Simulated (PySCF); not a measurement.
Electronic absorption of C3H11BF2P2

Species: C₃H₁₁BF₂P₂.
InChI=1S/C3H11BF2P2/c1-4(2,3)8(5,6)7/h7H2,1-3H3

Computed with TDDFT B3LYP/def2-SVPD, vertical, gas phase, core orbitals frozen in the response (PySCF). One conformer (not necessarily the lowest) at the PBE0-D3(BJ)/def2-SVP geometry, without solvent, vibrations or thermal averaging. Torsions of this conformer, `[CH3:1][B-:2]([CH3:3])([CH3:4])[P+:5]([F:6])([F:7])[PH2:8]`: C1–B2–P5–F6 57°, H–P8–P5–B2 -46°, H–P8–P5–B2 47°.

| state | E (eV) | E (kJ/mol) | λ (nm) | f | \|μ\| (D) | main configurations (H = HOMO, L = LUMO) |
| --- | --- | --- | --- | --- | --- | --- |
| S1 | 5.46 | 527 | 227.0 | 0.0085 | 0.64 | H→L+1 (98%) |
| S2 | 5.91 | 570 | 209.8 | 0.0040 | 0.42 | H-1→L (80%), H-2→L+1 (17%) |
| S3 | 5.94 | 573 | 208.8 | 0.213 | 3.08 | H→L (64%), H-1→L+1 (24%) |
| S4 | 5.97 | 576 | 207.8 | 0.0098 | 0.66 | H-2→L+1 (78%), H-1→L (16%) |
| S5 | 5.97 | 576 | 207.6 | 0.085 | 1.94 | H-2→L (56%), H→L (22%), H-1→L+1 (17%) |
| S6 | 6.09 | 587 | 203.7 | 0.086 | 1.93 | H-1→L+1 (54%), H-2→L (36%) |
| S7 | 6.58 | 635 | 188.3 | 0.121 | 2.20 | H→L+2 (93%) |
| S8 | 6.65 | 642 | 186.4 | 0.0007 | 0.17 | H→L+3 (98%) |
| S9 | 6.87 | 663 | 180.5 | 0.030 | 1.08 | H→L+4 (91%) |
| S10 | 6.95 | 671 | 178.4 | 0.0095 | 0.60 | H-1→L+2 (97%) |

Triplets (Tamm–Dancoff): T1 4.81 eV, H→L (91%); T2 5.07 eV, H→L+1 (93%); T3 5.73 eV, H-1→L+1 (75%), H-2→L (20%); T4 5.79 eV, H-2→L (76%), H-1→L+1 (20%).

The lowest singlet comes at 227 nm (527 kJ/mol) in the ultraviolet; it is weak; its leading configuration is HOMO→LUMO+1 (98%). The strongest level in the table is S3 at 5.94 eV (209 nm, f = 0.213). S4/S5 lie within about 0.01 eV of each other. Löwdin shares by element: HOMO phosphorus 38%, carbon 17% or more, boron 15% (atoms not listed hold the other 30%); LUMO phosphorus 72%, hydrogen 11% or more (atoms not listed hold the other 17%). Weighted by f, the mean energy of these states is 6.16 eV. The listed states span 1.49 eV, and the widest gap between neighbours is 0.50 eV (S6 to S7). Of the 10 states listed, 5 reach f = 0.01 and none stays under 0.0005. The vertical ionisation energy (ΔSCF) is 9.51 eV, 2.56 eV above S10. The window holds the lowest 10 singlets.

The run took 6.7 min of wall time on one thread, Arm Neoverse V2 (aarch64), no GPU, on a shared host, and the process peaked at 1.1 GiB of memory.
